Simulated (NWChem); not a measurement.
System: SnF₂, singlet; SMILES [Sn]([F])[F]

```xyz
3

Sn     0.0000     0.0000     0.3456
F     -1.4491     0.0000    -0.9601
F      1.4491     0.0000    -0.9601
```
Atoms are numbered in this order, from 1.

Program: NWChem. Low-valent species are run as closed-shell singlets; no triplet was tried in these runs. All runs use the structure optimised with PBE0/def2-SVP. def2 effective core potentials on Sn; no spin-orbit coupling. Ions are spin-unrestricted doublets at the neutral geometry; other ion states weren't tried.

Problem. Order these by “−ε(HOMO) (eV)”, lowest first: PBE0/def2-SVP; PBE/def2-SVP; B3LYP/def2-SVP; r2SCAN/def2-SVP.

Solution. PBE/def2-SVP (7.18), r2SCAN/def2-SVP (7.58), B3LYP/def2-SVP (8.31), PBE0/def2-SVP (8.52)
